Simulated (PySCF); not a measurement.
AlH2, SMILES [AlH2+], charge +1.

Geometry optimised at B3LYP-D3(BJ)/def2-TZVPD. The multiplicity is an assumed one; other spin states were not compared. The isomer is the one that the SMILES or the coordinates give; other isomers of the formula were not compared.

Two levels are set side by side: TDA-PBE/def2-TZVPD (PySCF) and EOM-CCSD/aug-cc-pVDZ (PySCF). Vertical, same geometry; the bases differ. Differences are taken from unrounded values.

```json
[
 {"quantity": "lowest singlet excitation (eV)", "EOM-CCSD": "6.43"},
 {"quantity": "lowest triplet excitation (TDA for PBE) (eV)", "EOM-CCSD": "6.06"}
]
```

### Question
What does TDA-PBE give, and how far is it from EOM-CCSD? (The exact figures need the calculation; the answer reports its results.)

### Answer

| quantity | TDA-PBE | TDA-PBE minus EOM-CCSD |
|---|---|---|
| lowest singlet excitation (eV) | 6.08 | -0.36 |
| lowest triplet excitation (TDA for PBE) (eV) | 5.46 | -0.60 |

Functionals without exact exchange tend to place singlet excitations lower, as here. Differences between two approximate levels are no errors against the true value.

Rough cost on one machine, each run with all the roots and properties that it gave: EOM-CCSD against TDA-PBE within a factor of 2.
